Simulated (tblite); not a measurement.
A tight-binding relaxation on `CSC1=C[C@@H]([CH2][GaH2])CC1`.

Computed with GFN2-xTB geometry optimisation, gas phase (tblite 0.8.0). Start geometry: from a force field or distance geometry. The command runs a driver script over a list of jobs; the input below is this job's line of settings and its coordinates in Å.

Command:
```bash
OMP_NUM_THREADS=1 python probes_run.py task.json out
```

Input:
```
{"job": {"kind": "relax", "xc": "GFN2-xTB", "basis": "xTB"}, "charge": 0, "multiplicity": 1}
C      3.330600     1.282300     0.407600
S      2.926100    -0.174800    -0.606500
C      1.242900    -0.613100    -0.232600
C      0.376400    -0.006800     0.585000
C     -0.928900    -0.713400     0.586100
C     -2.128300     0.171600     0.750600
Ga    -2.519800     1.637100    -0.523600
C     -0.892800    -1.258900    -0.849700
C      0.535800    -1.763800    -0.860800
H      2.830800     1.222000     1.423300
H      4.426500     1.302800     0.599400
H      3.050000     2.203800    -0.127800
H      0.566100     0.875000     1.230900
H     -0.884400    -1.561600     1.256700
H     -3.001800    -0.483400     0.937200
H     -2.045300     0.832500     1.655300
H     -2.006600     2.978500    -0.670000
H     -3.688700     1.197000    -1.329400
H     -1.641200    -2.064400    -1.006200
H     -1.002900    -0.426300    -1.560600
H      0.549200    -2.635900    -0.189300
H      0.895800    -1.980900    -1.877400
```

Output:
```
step      E/eV     max force
  0    -706.79194    1.832
  1    -707.05410    1.200
  2    -707.18088    1.037
  3    -707.28800    0.946
  4    -707.38060    0.653
  5    -707.42481    0.550
  6    -707.45363    0.459
  7    -707.48036    0.295
  8    -707.49810    0.368
  9    -707.51022    0.431
... (183 lines left out)
193    -707.96060    0.021
194    -707.96067    0.021
195    -707.96074    0.016
196    -707.96080    0.015
197    -707.96088    0.018
198    -707.96096    0.019
199    -707.96102    0.019
200    -707.96108    0.017
201    -707.96112    0.011
202    -707.96116    0.008
```

«max force» is the largest atomic force in eV/Å.

**Question.** From which step on does the largest force stay under 0.1 eV/Å, and how much energy is left to gain from there?

**Answer.** From step 161 (0.071 eV/Å), 16.0 meV above the end.

In short: energy lowered by 27.0 kcal/mol over 202 steps; largest atomic force 0.008 eV/Å at the end.

**Question.** Give the final coordinates.

**Answer.** 1.282 Å rms from the input after alignment:
```
atom  x, y, z in Å
C1     2.8101    1.4131    0.2456
S2     2.3311    0.1927   -1.0069
C3     0.8321   -0.4145   -0.3492
C4     0.2514   -0.1611    0.8356
C5    -1.1081   -0.8159    0.8954
C6    -2.1318    0.2800    0.5160
Ga7   -1.0007    1.5523   -0.6102
C8    -0.9965   -1.9137   -0.1732
C9     0.0218   -1.3696   -1.1797
H10    3.0545    0.9060    1.1745
H11    3.6865    1.9219   -0.1423
H12    1.9935    2.1212    0.3832
H13    0.6587    0.4015    1.6616
H14   -1.3337   -1.2431    1.8777
H15   -3.0483   -0.1726    0.1241
H16   -2.4218    0.8189    1.4308
H17   -0.4589    2.8827    0.0492
H18   -0.7597    1.5532   -2.1596
H19   -0.6064   -2.8253    0.2847
H20   -1.9557   -2.1421   -0.6350
H21    0.6440   -2.1442   -1.6286
H22   -0.4723   -0.8222   -1.9954
```

The run took 2.1 s wall on one thread of an Arm Neoverse V1 (shared host).
Labels such as C1 count atoms from 1, the log's own numbers from 0.
